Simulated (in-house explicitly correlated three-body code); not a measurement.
Computed with an exponentially correlated three-body code. Model: two electrons around a point charge, non-relativistic, variational in 260 exponentially correlated functions (energies converged to about 1e-7 hartree, or 1e-8 relative for large Z).

For two electrons in a singlet the Kohn-Sham orbital is the square root of half the density, so the exact Kohn-Sham potential and energy parts follow from the density alone, and exchange is minus half the Hartree energy. The Kohn-Sham level equals minus the binding energy of the second electron.

Command:
```bash
python run_hyl.py task.json out
```
Settings (lengths in bohr, energies in hartree):
```
Z                      3.68
interaction_strength   1
functions              260
states_tried           13
```

Run time, properties included: 38 s on 1 thread of AMD EPYC 7R13 Processor (Zen 3), with other jobs on the host.

**Converged states only, values per electron or pair.**

Given: nuclear charge 3.68.

```
term  mean r (bohr)  mean r squared (bohr²)  mean inverse r (1/bohr)  mean r12 (bohr)  mean inverse r12 (1/bohr)  mean cosine  mean p1 dot p2 (bohr⁻²)  delta r1 (bohr⁻³)  delta r12 (bohr⁻³)
1 1S        0.45451                 0.27974                   3.3678          0.68025                     1.9914    -0.035749                  0.37833             13.194              1.1308
2 3S              ?                       ?                        ?                ?                          ?            ?                        ?                  ?                   -
2 1S         1.2636                  2.7288                   2.1844           2.1666                    0.63185    -0.013623                  0.03006             8.4253             0.15295
2 3P          1.085                  1.9835                   2.1863           1.8432                     0.6675     -0.06026                 -0.56068             7.8208                   -
2 1P         1.1519                  2.2647                   2.1711           1.9354                    0.66451     0.019286                  0.48535              7.951            0.027862
3 3S         2.4918                  11.997                   1.9975           4.6014                    0.27796    -0.003337                0.0069397             8.0895                   -
3 1S         2.6298                  13.482                   1.9918           4.8735                    0.28812   -0.0042936                0.0089385              8.073            0.044881
3 3P              ?                       ?                        ?                ?                          ?            ?                        ?                  ?                   -
3 1P         2.5567                  12.865                   1.9879           4.7254                    0.29694    0.0051837                  0.13752             7.9358           0.0093741
4 3S          4.372                  39.195                   1.9273           8.3502                    0.15972   -0.0014031                0.0028416             7.9961                   -
4 1S         4.5569                  42.754                    1.925           8.7184                    0.16366   -0.0018363                0.0037603             7.9901            0.018746
4 3P         4.3925                   39.93                   1.9251            8.393                    0.16684   -0.0063343                -0.055423               7.92                   -
4 1P         4.5222                  42.413                   1.9233           8.6481                    0.16725    0.0021019                 0.056983             7.9331            0.004115
```

Problem. What belongs in the row 2 3S?

Solution. mean r (bohr): 1.1712; mean r squared (bohr²): 2.2909; mean inverse r (1/bohr): 2.2058; mean r12 (bohr): 1.9973; mean inverse r12 (1/bohr): 0.59151; mean cosine: -0.010854; mean p1 dot p2 (bohr⁻²): 0.02472; delta r1 (bohr⁻³): 8.5064.

Problem. What belongs in the row 3 3P?

Solution. mean r (bohr): 2.4592; mean r squared (bohr²): 11.844; mean inverse r (1/bohr): 1.9921; mean r12 (bohr): 4.5406; mean inverse r12 (1/bohr): 0.29638; mean cosine: -0.015729; mean p1 dot p2 (bohr⁻²): -0.13988; delta r1 (bohr⁻³): 7.9027.

**Electric-dipole lines between converged S and P states, rate of the upper state's decay.**

| s state | p state | p minus s (eV) | oscillator strength from s | rate (1/s) |
| --- | --- | --- | --- | --- |
| 1 1S | 2 1P | 101.78 | 0.52666 | 7.8917e+10 |
| 1 1S | 3 1P | ? | ? | ? |
| 1 1S | 4 1P | 119.83 | 0.047893 | 9.9463e+09 |
| 2 1S | 2 1P | 1.7828 | 0.16434 | 7.5549e+06 |
| 2 1S | 3 1P | 15.129 | 0.29342 | 9.7144e+08 |
| 2 1S | 4 1P | 19.826 | 0.079825 | 4.5383e+08 |
| 3 1S | 2 1P | -12.834 | -0.08154 | 5.828e+08 |
| 3 1S | 3 1P | 0.5123 | 0.28254 | 1.0726e+06 |
| 3 1S | 4 1P | 5.209 | 0.30823 | 1.2097e+08 |
| 4 1S | 2 1P | -17.83 | -0.016645 | 2.296e+08 |
| 4 1S | 3 1P | -4.4832 | -0.1785 | 1.5568e+08 |
| 4 1S | 4 1P | 0.21356 | 0.39172 | 258420 |
| 2 3S | 2 3P | 2.9864 | 0.23655 | 3.0515e+07 |
| 2 3S | 3 3P | 17.38 | 0.23555 | 1.0291e+09 |
| 2 3S | 4 3P | 22.329 | 0.068032 | 4.9059e+08 |
| 3 3S | 2 3P | -13.606 | -0.095282 | 7.654e+08 |
| 3 3S | 3 3P | 0.78751 | 0.39456 | 3.5392e+06 |
| 3 3S | 4 3P | ? | ? | ? |
| 4 3S | 2 3P | -19.024 | -0.018333 | 2.879e+08 |
| 4 3S | 3 3P | -4.6306 | -0.21086 | 1.962e+08 |
| 4 3S | 4 3P | 0.31786 | 0.54209 | 792180 |

Problem. What belongs in the row 1 1S 3 1P?

Solution. p minus s (eV): 115.13; oscillator strength from s: 0.12284; rate (1/s): 2.355e+10.

Problem. What belongs in the row 3 3S 4 3P?

Solution. p minus s (eV): 5.736; oscillator strength from s: 0.24388; rate (1/s): 1.1606e+08.

**Functionals on the exact density and self-consistent, errors are functional minus exact, hybrids only self-consistent, a dash where a self-consistent run leaves the top level unbound.**

```
  result  exchange error (millihartree)  correlation error (millihartree)  functional driven error (millihartree)  density driven error (millihartree)  self consistent total error (millihartree)  top level plus exact binding (eV)
    OLYP                         6.6676                           -4.6295                                  2.0381                              -1.4594                                      0.5787                             19.284
    BLYP                         9.9862                           -4.6295                                  5.3567                              -1.5018                                      3.8549                             19.201
  r2SCAN                        -4.4329                            2.8275                                 -1.6055                             -0.30219                                     -1.9077                             17.568
     PBE                         34.683                           -1.6187                                  33.064                              -1.2008                                      31.863                             19.588
 revTPSS                        -3.4982                           -5.1325                                 -8.6307                             -0.19819                                     -8.8289                             17.858
   M06-L                        -23.482                           -3.7895                                 -27.272                               -2.284                                     -29.556                             17.359
LDA PW92                         291.55                           -101.74                                   189.8                              -2.2129                                      187.59                             20.849
    RPBE                              ?                                 ?                                       ?                                    ?                                           ?                                  ?
 r2SCAN0                              -                                 -                                       -                                    -                                    -0.64022                             12.954
    TPSS                        -4.0334                            -2.553                                 -6.5864                             -0.31313                                     -6.8996                             18.177
    PBE0                              -                                 -                                       -                                    -                                           ?                                  ?
LDA VWN5                         291.55                            -102.5                                  189.05                               -2.205                                      186.84                             20.838
    BP86                         9.9862                            -3.342                                  6.6442                             -0.75527                                      5.8889                             19.392
   HSE06                              -                                 -                                       -                                    -                                      21.279                              14.82
```

Problem. What belongs in the row RPBE?

Solution. exchange error (millihartree): -0.57864; correlation error (millihartree): -1.6187; functional driven error (millihartree): -2.1974; density driven error (millihartree): -1.2837; self consistent total error (millihartree): -3.481; top level plus exact binding (eV): 19.389.

Problem. What belongs in the row PBE0?

Solution. self consistent total error (millihartree): 23.844; top level plus exact binding (eV): 14.421.

**Density and exact potentials over r, pair density (one pair, times 4 pi r12^2) and exact minus Kohn-Sham pair density over r12.**

| radius (bohr) | radial density (electrons/bohr) | exchange potential (hartree) | intracule density (1/bohr) | Coulomb hole against Kohn-Sham (1/bohr) | correlation potential (hartree) |
| --- | --- | --- | --- | --- | --- |
| 0.0572 | 0.71407 | -3.2942 | 0.047757 | -0.01298 | -0.04 |
| 0.0665 | 0.90217 | -3.2714 | 0.06448 | -0.01688 | -0.036 |
| 0.0773 | 1.1274 | -3.2424 | 0.086865 | -0.02176 | -0.032 |
| 0.0899 | 1.3923 | -3.2053 | 0.11681 | -0.02779 | -0.027 |
| 0.105 | 1.7039 | -3.1572 | 0.15776 | -0.03526 | -0.021 |
| 0.122 | 2.0366 | -3.0991 | 0.20977 | -0.04364 | -0.015 |
| 0.141 | 2.3757 | -3.0305 | 0.27425 | -0.05257 | -0.008 |
| 0.164 | 2.7302 | -2.944 | 0.35939 | -0.06223 | 0 |
| 0.191 | 3.0615 | -2.8397 | 0.46603 | -0.0713 | 0.007 |
| 0.222 | 3.3293 | -2.7189 | 0.5925 | -0.07807 | 0.014 |
| 0.258 | 3.502 | -2.5802 | 0.73774 | -0.0807 | 0.019 |
| 0.301 | 3.5455 | -2.42 | 0.89907 | -0.07692 | 0.023 |
| 0.349 | ? | ? | ? | ? | ? |
| 0.406 | ? | ? | ? | ? | ? |
| 0.473 | 2.7454 | -1.8726 | 1.2761 | -0.01912 | 0.02 |
| 0.55 | 2.2312 | -1.679 | 1.2894 | 0.008575 | 0.016 |
| 0.639 | 1.6821 | -1.4901 | 1.2128 | 0.03132 | 0.012 |
| 0.743 | 1.1589 | -1.309 | 1.0465 | 0.04364 | 0.008 |
| 0.864 | 0.72015 | -1.141 | 0.81488 | 0.04317 | 0.005 |
| 1 | 0.40534 | -0.99327 | 0.56977 | 0.03316 | 0.003 |
| 1.17 | 0.18911 | -0.85247 | 0.33419 | 0.01868 | 0.002 |
| 1.36 | 0.077288 | -0.73463 | 0.16901 | 0.007449 | 0.001 |

Problem. What belongs in the row 0.349?

Solution. radial density (electrons/bohr): 3.436; exchange potential (hartree): -2.2511; intracule density (1/bohr): 1.0526; Coulomb hole against Kohn-Sham (1/bohr): -0.06548; correlation potential (hartree): 0.024.

Problem. What belongs in the row 0.406?

Solution. radial density (electrons/bohr): 3.1648; exchange potential (hartree): -2.0666; intracule density (1/bohr): 1.1879; Coulomb hole against Kohn-Sham (1/bohr): -0.04558; correlation potential (hartree): 0.023.

The density-driven part is never positive, since each functional's own density lowers its energy. Here it is small beside the functional-driven part (median ratio 0.084), the normal case.
